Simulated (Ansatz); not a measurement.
`CCCCCCCCCCO` + `NC=O` → `CCCC(N)=O` + `CCCCCCCO`  (formal exchange of groups at a C–C bond)

Calculated with Ansatz (gas phase, PBE0-D4/def2-TZVP geometries, no zero-point term in ΔE). CCSD(T)/CBS adds triple-zeta CCSD(T) − MP2 to the extrapolated MP2 energy (def2 sets, frozen cores). This one scheme is used for every species. Functionals use def2-TZVPP. One conformer a species, not always the lowest.

```csv
level,ΔE (eV)
B97M-V,-0.30
HF/def2-SVP,-0.46
```

(1) What does CCSD(T)/CBS give? (An estimate is asked.)

Largest T1 diagnostic among the species: 0.016.

## Answers

(1) Computed: -0.27 eV. The listed levels differ from it by -0.03, -0.19 eV.

The D4 term adds +0.11 eV with B3LYP and +0.07 eV with PBE0; it sums over pairs of atoms, weighted by their polarisabilities, and B3LYP, whose exchange is more repulsive, gets the larger term. Leaving LDA and LC-ωPBE aside and taking each functional with its dispersion term where it has one, the values, not all of them listed here, spread over 0.09 eV, from B2PLYP to revPBE-D4. LDA lies +0.06 eV from PBE without D4.

B3LYP here is the variant with VWN-RPA as its local correlation; programs differ in this.
